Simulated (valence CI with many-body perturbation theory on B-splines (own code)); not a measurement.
# Lu⁶⁴⁺: electric-dipole lines

Calculated by configuration interaction combined with many-body perturbation theory (CI+MBPT): five valence electrons over a frozen Dirac-Fock core [He], radial functions for each j: 11 s, 11 p, 10 d, 8 f, 5 g, 2 h, with the one-electron correlation potential Σ1, the two-electron term Σ2, the three-electron term Σ3, Breit, model QED; selected CI, second order for the rest, scaled by the run's own slope (own B-spline code, finite nucleus).

The last digits are not significant, and no measured levels were compared; by estimate large intervals hold to a few tenths of a per cent, small ones and those within an open d or f shell to about a per cent. Among the levels kept, up to 7400 cm⁻¹ of a level comes from second order outside the variational space, and about a tenth of that is noise between levels of different J, which matters for small intervals.

Lines 151 to 200 of 600 in falling wavelength, among levels below 855.03 Ry, chosen from the strongest by gf and those to the six lowest levels. Wavelengths and rates use the calculated energies. Electric multipoles are in the length gauge, E1 and E2 with the static RPA response of the core. Weak lines are less certain than strong ones. Lines between different terms over intervals too small for the method are left out, as are lines whose strength nearly cancels. The highest levels of a list are the least certain.

Levels are named by their leading jj configuration (3d3/2^4 stands for four electrons in 3d with j = 3/2), which in mixed levels can hold well under half, so a name can repeat and another be missing. Letters in brackets count levels of one name in rising energy.

```tsv
λ vac (Å)	Upper	Lower	A (s⁻¹)	S (a.u.) with core polarisation	S without
27.40	(2s 2p1/2 2p3/2^2 3p3/2) J=3/2 [a]	(2s 2p1/2 2p3/2^2 3s) J=3/2 [a]	6.84e+11	2.78e-02	2.78e-02
27.38	(2s^2 2p1/2 2p3/2 3p3/2) J=3/2 [b]	(2s^2 2p1/2 2p3/2 3s) J=3/2 [b]	4.35e+11	1.77e-02	1.77e-02
27.37	(2s 2p1/2^2 2p3/2 3p3/2) J=3/2 [b]	(2s 2p1/2^2 2p3/2 3s) J=3/2 [b]	4.34e+11	1.76e-02	1.76e-02
27.25	(2s 2p1/2^2 2p3/2 3p3/2) J=3/2 [a]	(2s 2p1/2^2 2p3/2 3s) J=5/2	2.20e+11	8.79e-03	8.79e-03
27.21	(2s 2p1/2 2p3/2^2 3p3/2) J=5/2 [b]	(2s 2p1/2 2p3/2^2 3s) J=5/2 [a]	4.11e+11	2.45e-02	2.45e-02
27.16	(2s 2p1/2 2p3/2^2 3d3/2) J=5/2 [b]	(2s 2p1/2 2p3/2^2 3p1/2) J=7/2	2.39e+11	1.42e-02	1.42e-02
27.16	(2s^2 2p1/2 2p3/2 3d3/2) J=5/2 [b]	(2s^2 2p1/2 2p3/2 3p1/2) J=5/2	2.70e+11	1.60e-02	1.60e-02
27.13	(2s 2p1/2 2p3/2^2 3p3/2) J=5/2 [c]	(2s 2p1/2 2p3/2^2 3s) J=5/2 [b]	7.26e+11	4.29e-02	4.29e-02
26.97	(2s^2 2p1/2 2p3/2 3p3/2) J=5/2 [b]	(2s^2 2p1/2 2p3/2 3s) J=3/2 [b]	5.64e+11	3.27e-02	3.27e-02
26.95	(2s 2p1/2 2p3/2^2 3p3/2) J=5/2 [f]	(2s 2p1/2 2p3/2^2 3s) J=3/2 [b]	2.00e+11	1.16e-02	1.16e-02
26.92	(2s 2p1/2 2p3/2^2 3d3/2) J=5/2 [e]	(2s 2p1/2 2p3/2^2 3p1/2) J=5/2 [c]	2.57e+11	1.48e-02	1.48e-02
26.80	(2s 2p1/2^2 2p3/2 3p3/2) J=3/2 [b]	(2s 2p1/2^2 2p3/2 3s) J=1/2	5.86e+11	2.23e-02	2.23e-02
26.59	(2s^2 2p1/2 2p3/2 3p3/2) J=5/2 [b]	(2s^2 2p1/2 2p3/2 3s) J=5/2	5.97e+11	3.33e-02	3.33e-02
26.53	(2s 2p1/2^2 2p3/2 3p3/2) J=1/2 [b]	(2s 2p1/2^2 2p3/2 3s) J=1/2	8.24e+11	1.52e-02	1.52e-02
26.44	(2s^2 2p1/2 2p3/2 3p3/2) J=3/2 [b]	(2s^2 2p1/2 2p3/2 3s) J=1/2	3.12e+11	1.14e-02	1.14e-02
26.25	(2s 2p1/2^2 2p3/2 3p3/2) J=5/2 [a]	(2s 2p1/2^2 2p3/2 3s) J=5/2	6.20e+11	3.32e-02	3.32e-02
26.12	(2s 2p1/2 2p3/2^2 3p3/2) J=1/2 [d]	(2s 2p1/2 2p3/2^2 3s) J=3/2 [d]	5.12e+11	9.00e-03	9.00e-03
26.00	(2s 2p1/2 2p3/2^2 3p3/2) J=3/2 [f]	(2s 2p1/2 2p3/2^2 3s) J=3/2 [d]	3.18e+11	1.10e-02	1.10e-02
25.90	(2s^2 2p3/2^2 3p3/2) J=3/2 [a]	(2s^2 2p3/2^2 3s) J=3/2	9.28e+11	3.18e-02	3.19e-02
25.90	(2s^2 2p1/2 2p3/2 3p3/2) J=3/2 [b]	(2s^2 2p1/2 2p3/2 3s) J=3/2 [a]	3.39e+11	1.16e-02	1.16e-02
25.84	(2s 2p1/2 2p3/2^2 3p3/2) J=3/2 [f]	(2s 2p1/2 2p3/2^2 3s) J=3/2 [c]	4.46e+11	1.52e-02	1.52e-02
25.72	(2s^2 2p1/2 2p3/2 3p3/2) J=1/2 [b]	(2s^2 2p1/2 2p3/2 3s) J=3/2 [b]	1.14e+12	1.91e-02	1.91e-02
25.70	(2p1/2^2 2p3/2^2 3p3/2) J=3/2	(2p1/2^2 2p3/2^2 3s) J=3/2	6.26e+11	2.10e-02	2.10e-02
25.65	(2s 2p1/2 2p3/2^2 3p3/2) J=5/2 [c]	(2s 2p1/2 2p3/2^2 3s) J=7/2	3.53e+11	1.77e-02	1.77e-02
25.53	(2s 2p1/2 2p3/2^2 3p3/2) J=1/2 [d]	(2s 2p1/2 2p3/2^2 3s) J=1/2 [b]	5.41e+11	8.89e-03	8.89e-03
25.36	(2s^2 2p3/2^2 3p3/2) J=3/2 [a]	(2s^2 2p3/2^2 3s) J=5/2	2.49e+11	8.02e-03	8.02e-03
8.746	(2s 2p1/2 2p3/2^2 3d5/2) J=9/2 [a]	(2s^2 2p1/2 2p3/2 3d5/2) J=7/2 [a]	1.61e+12	5.30e-03	5.31e-03
8.739	(2s 2p1/2 2p3/2^2 3p3/2) J=7/2 [a]	(2s^2 2p1/2 2p3/2 3p3/2) J=5/2 [a]	1.70e+12	4.48e-03	4.49e-03
8.727	(2s 2p1/2 2p3/2^2 3d5/2) J=9/2 [b]	(2s^2 2p1/2 2p3/2 3d5/2) J=7/2 [b]	9.74e+11	3.19e-03	3.20e-03
8.725	(2s 2p1/2 2p3/2^2 3s) J=5/2 [a]	(2s^2 2p1/2 2p3/2 3s) J=3/2 [a]	1.96e+12	3.86e-03	3.86e-03
8.718	(2s 2p1/2 2p3/2^2 3p3/2) J=7/2 [b]	(2s^2 2p1/2 2p3/2 3p3/2) J=5/2 [b]	1.52e+12	3.97e-03	3.98e-03
8.664	(2s 2p1/2 2p3/2^2 3p1/2) J=5/2 [a]	(2s^2 2p1/2 2p3/2 3p1/2) J=3/2 [a]	1.85e+12	3.56e-03	3.56e-03
8.647	(2s 2p1/2 2p3/2^2 3d3/2) J=7/2 [a]	(2s^2 2p1/2 2p3/2 3d3/2) J=5/2 [a]	1.44e+12	3.69e-03	3.69e-03
8.598	(2s 2p1/2 2p3/2^2 3d5/2) J=11/2	(2s^2 2p1/2 2p3/2 3d5/2) J=9/2	1.63e+12	6.14e-03	6.15e-03
8.589	(2s 2p1/2 2p3/2^2 3s) J=7/2	(2s^2 2p1/2 2p3/2 3s) J=5/2	1.92e+12	4.81e-03	4.82e-03
8.579	(2s 2p1/2 2p3/2^2 3d3/2) J=5/2 [b]	(2s^2 2p1/2 2p3/2 3d3/2) J=3/2 [b]	1.27e+12	2.38e-03	2.38e-03
8.578	(2s 2p1/2 2p3/2^2 3d3/2) J=7/2 [b]	(2s^2 2p1/2 2p3/2 3d3/2) J=5/2 [b]	1.36e+12	3.40e-03	3.41e-03
8.570	(2s 2p1/2 2p3/2^2 3p1/2) J=5/2 [b]	(2s^2 2p1/2 2p3/2 3p1/2) J=3/2 [b]	1.72e+12	3.21e-03	3.22e-03
8.563	(2s 2p1/2 2p3/2^2 3p3/2) J=9/2	(2s^2 2p1/2 2p3/2 3p3/2) J=7/2	1.68e+12	5.20e-03	5.20e-03
8.548	(2s 2p1/2 2p3/2^2 3d3/2) J=9/2	(2s^2 2p1/2 2p3/2 3d3/2) J=7/2	1.63e+12	5.03e-03	5.03e-03
8.545	(2s 2p1/2 2p3/2^2 3p1/2) J=7/2	(2s^2 2p1/2 2p3/2 3p1/2) J=5/2	1.84e+12	4.52e-03	4.53e-03
8.442	(2s 2p1/2^2 2p3/2^2) J=5/2	(2s^2 2p1/2^2 2p3/2) J=3/2	1.94e+12	3.46e-03	3.47e-03
8.442	(2p1/2^2 2p3/2^2 3p3/2) J=5/2	(2s 2p1/2^2 2p3/2 3p3/2) J=3/2 [b]	3.34e+12	5.96e-03	5.97e-03
8.434	(2s 2p1/2 2p3/2^2 3p3/2) J=5/2 [a]	(2s 2p1/2^2 2p3/2 3s) J=3/2 [b]	2.37e+12	4.22e-03	4.22e-03
8.424	(2s 2p1/2 2p3/2^3) J=3/2 [a]	(2s^2 2p1/2 2p3/2^2) J=5/2	2.12e+11	2.50e-04	2.50e-04
8.353	(2s 2p1/2 2p3/2^2 3d3/2) J=3/2 [a]	(2s 2p1/2^2 2p3/2 3p1/2) J=1/2	2.29e+12	2.64e-03	2.64e-03
8.348	(2p1/2^2 2p3/2^2 3p3/2) J=7/2	(2s 2p1/2^2 2p3/2 3p3/2) J=5/2 [b]	5.81e+12	1.33e-02	1.34e-02
8.347	(2p1/2^2 2p3/2^2 3p1/2) J=5/2	(2s 2p1/2^2 2p3/2 3p1/2) J=3/2 [b]	3.28e+12	5.65e-03	5.65e-03
8.340	(2p1/2^2 2p3/2^2 3s) J=3/2	(2s 2p1/2^2 2p3/2 3s) J=3/2 [b]	2.01e+12	2.30e-03	2.30e-03
8.310	(2s 2p1/2 2p3/2^2 3d3/2) J=3/2 [b]	(2s 2p1/2^2 2p3/2 3p1/2) J=1/2	2.41e+12	2.73e-03	2.74e-03
```
